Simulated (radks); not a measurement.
Au, 79 electrons, occupied as [Xe] 4f14 5d10 6p1 (not the ground configuration). All-electron calculation, scalar-relativistic Kohn-Sham, PBE, spin-polarised, spherical densities, finite nucleus; open shells are filled with parallel spins first (spin-orbit coupling, left out, can overturn this in heavy ions); Fermi nuclear charge, rms radius 5.4371 fm. Program: a radial shooting solver on a logarithmic mesh with Libxc functionals.

Normalised radial functions P(r) = r R(r), r in bohr:

| r | 5p down | 5d up |
|---|---|---|
| 0.001416 | 0.0042 | 0.0000 |
| 0.002288 | 0.0093 | 0.0001 |
| 0.003727 | 0.0207 | 0.0003 |
| 0.006023 | 0.0441 | 0.0009 |
| 0.009733 | 0.0898 | 0.0033 |
| 0.01573 | 0.1669 | 0.0114 |
| 0.02542 | 0.2612 | 0.0355 |
| 0.04108 | 0.2851 | 0.0961 |
| 0.06639 | 0.0731 | 0.2042 |
| 0.1082 | -0.3375 | 0.2770 |
| 0.1748 | -0.2661 | 0.0827 |
| 0.2825 | 0.4815 | -0.3375 |
| 0.4565 | 0.2913 | -0.2723 |
| 0.7377 | -0.8988 | 0.4486 |
| 1.192 | -0.9865 | 0.8651 |
| 1.927 | -0.3132 | 0.6246 |
| 3.139 | -0.0283 | 0.2469 |
| 5.072 | -0.0005 | 0.0525 |
| 8.197 | 0.0000 | 0.0042 |
| 13.25 | 0.0000 | 0.0001 |

5p down: eigenvalue -61.944 eV, 3 radial nodes at r = 0.0727, 0.210, 0.515 bohr, <r> = 1.07 bohr, 90 % of the charge inside 1.56 bohr. 5d up: eigenvalue -8.992 eV, 2 radial nodes at r = 0.193, 0.560 bohr, <r> = 1.60 bohr, 90 % of the charge inside 2.53 bohr.
